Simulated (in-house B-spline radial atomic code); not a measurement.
The numbers below are computed, except where a source is named.
Making a Troullier-Martins s channel for Tc, r_c = 3.6 bohr

Tc, [Kr] 4d5 5s2, non-relativistic LDA (VWN5), spherical and spin-unpolarised, from a B-spline radial code for spherical atoms (atomic units). The all-electron 5s level is ε = -0.183637 hartree, its outermost node lies just inside 1.32 bohr and its outer maximum at 2.79 bohr.

Inside r_c the pseudo-orbital is u(r) = r^1 exp(p(r)), with p = c0 + c2 r² + c4 r⁴ + … + c12 r¹². The seven coefficients follow from p and its first four derivatives at r_c, from zero curvature of the screened potential at the origin, c4 = −c2²/(2l + 5), and from the norm inside r_c. At r_c the all-electron orbital has P = 0.540604, P' = -0.1424603, the screened potential V = -0.2545676, V' = 0.1522972, V'' = -0.1371132, and the norm inside is Q = 0.6284045.

Task: What are p, p' and p'' at r_c?

Result: p = ln(P/r_c^1) = ln(0.540604/3.6) = -1.89600. p' = P'/P − 1/r_c = -0.26352 − 0.27778 = -0.54130. The radial equation gives p'' = 2(V − ε) − 2(1) p'/r_c − p'² = -0.14186 − (-0.30072) − 0.29300 = -0.13414. Differentiating, p''' = 2V' + 2(1)p'/r_c² − 2(1)p''/r_c − 2p'p'' = 0.15036, and p'''' = 2V'' − 4(1)p'/r_c³ + 4(1)p''/r_c² − 2(1)p'''/r_c − 2p''² − 2p'p''' = -0.22596.

For a trial c2 the five matching conditions are linear in c0, c6, c8, c10 and c12, and c2 is varied until the norm inside r_c equals Q. The root nearest zero gives:

| n | c_n |
| --- | --- |
| 0 | -1.874251 |
| 2 | 0.1502059 |
| 4 | -0.004512363 |
| 6 | -0.003286803 |
| 8 | 0.0003940433 |
| 10 | -1.812481e-05 |
| 12 | 3.069536e-07 |

Task: Check c4 and p(r_c), and find the screened pseudopotential at the origin.

Result: −c2²/5 = -0.00451236, as listed. The terms c_n r_c^n are -1.87425, 1.94667, -0.75790, -7.15466, 11.11639, -6.62672, 1.45446, which sum to -1.89600. Inverting the radial equation, V_l(r) = ε + 1 p'/r + (p'' + p'²)/2, so V_l(0) = ε + (2l + 3) c2 = -0.183637 + 3 × (0.150206) = 0.2670 hartree, finite where the all-electron potential diverges.

Orbitals and screened potentials:

```
r (bohr)        P        u  V all-electron  V pseudo
    0.36   0.1642  0.05633          -40.02    0.2657
     0.9  -0.2771   0.1553          -6.719    0.2228
    1.44    0.108   0.2893          -2.235   0.02836
    1.98   0.4559   0.4528          -1.011   -0.3177
    2.52   0.5954   0.5792         -0.5645   -0.5331
    3.06   0.6006   0.5993         -0.3628   -0.4121
     3.6   0.5406   0.5406         -0.2546   -0.2546
```

Logarithmic derivatives P'/P at R = 3.9 bohr, for energies E around ε:

| E − ε (hartree) | all-electron | pseudo |
| --- | --- | --- |
| -0.5 | 0.874691 | 0.86805 |
| -0.25 | 0.493332 | 0.487891 |
| -0.1 | 0.114692 | 0.112394 |
| 0 | -0.319257 | -0.319256 |
| 0.1 | -1.23601 | -1.25516 |
| 0.25 | 93.1505 | 20.3055 |
| 0.5 | 1.58483 | 1.24171 |

Task: With P(R) = 0.4951753 and a norm of 0.70904 inside R, what slope in energy does norm conservation fix?

Result: d(P'/P)/dE = −2 × (norm inside R)/P(R)² = -5.7834 per hartree·bohr at E = ε, for both atoms, since orbital and norm agree at R. Differences over ±0.1 hartree give -6.7535 (all-electron) and -6.8378 (pseudo), which also hold third-order terms. Half a hartree below ε the two curves differ by -0.0066.
